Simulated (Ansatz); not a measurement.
Reaction (redistribution): `CS[Si]SC` + `OBCl` → `CS[Si]O` + `CSBCl`

Program: Ansatz. Geometries: PBE0-D4/def2-TZVP. ΔE: electronic, gas phase. CBS: MP2 limit from def2 TZ/QZ plus the TZ coupled-cluster correction, frozen cores. This one scheme is used for every species. DFT in def2-TZVPP. B3LYP here is the variant with VWN-RPA as its local correlation; programs differ in this. Each species was taken in one conformer, which may not be the lowest.

Question: Is it downhill or uphill in electronic energy at CCSD(T)/CBS, and by how much? (An estimate is asked.)

Answer: Computed: Uphill: ΔE = +0.04 eV.

Question: What do these levels give: PBE, r2SCAN, B3LYP, SCS-MP2/def2-TZVPP, HF/CBS(def2), MP2/CBS(def2)? (Best estimate.)

Answer: Computed: PBE 0.04, r2SCAN 0.04, B3LYP -0.01, SCS-MP2/def2-TZVPP -0.01, HF/CBS(def2) -0.06, MP2/CBS(def2) 0.03 eV.

Largest T1 diagnostic among the species: 0.015.

In def2-TZVPP, CCSD(T) changes the Hartree–Fock value by +0.08 eV (the triples alone add +0.03 eV) and MP2 by +0.06 eV. The D4 term adds +0.09 eV with B3LYP and +0.06 eV with PBE0; it sums over pairs of atoms, weighted by their polarisabilities, and B3LYP, whose exchange is more repulsive, gets the larger term.
